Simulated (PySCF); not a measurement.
A GIAO shielding run with PySCF 2.14 (density fitting, non-relativistic, gas phase) on `C#C[Si](C)(C)NCC`, C6H13NSi:

```
$ OMP_NUM_THREADS=1 python probes_run.py task.json out

{"job": {"kind": "nmr", "xc": "PBE0", "basis": "pcSseg-1"}, "charge": 0, "multiplicity": 1}
C     -1.945996     2.583375     1.363598
C     -1.572403     1.531059     0.916987
Si    -0.935904    -0.087835     0.233520
C     -1.700157    -1.495300     1.253307
C     -1.425378    -0.140950    -1.603841
N      0.771312    -0.281540     0.363506
C      1.755486     0.495258    -0.353747
C      3.025197    -0.318009    -0.582690
H     -2.286033     3.500157     1.753901
H     -1.411102    -1.426560     2.297135
H     -1.390611    -2.468155     0.885612
H     -2.783086    -1.453469     1.211926
H     -2.499609    -0.248269    -1.717687
H     -1.136324     0.772842    -2.114041
H     -0.952271    -0.972379    -2.117296
H      1.138763    -0.612322     1.243938
H      2.005806     1.419423     0.188353
H      1.319462     0.781879    -1.311753
H      2.792223    -1.226091    -1.133283
H      3.750727     0.261070    -1.148211
H      3.470979    -0.597240     0.370294
```

Hardware: 1 thread of an Intel Xeon, shared host. The job also computes population analyses, field gradients.

Problem. How large is the calculation?

Solution. 70 electrons, 208 basis functions and 1093 auxiliary functions.

Problem. How long does it take, and how much memory does it need?

Solution. 120 s of wall time, with 14 SCF cycles and 5 response iterations; peak memory 1 GiB. Times on a shared host scatter by some tens of per cent.
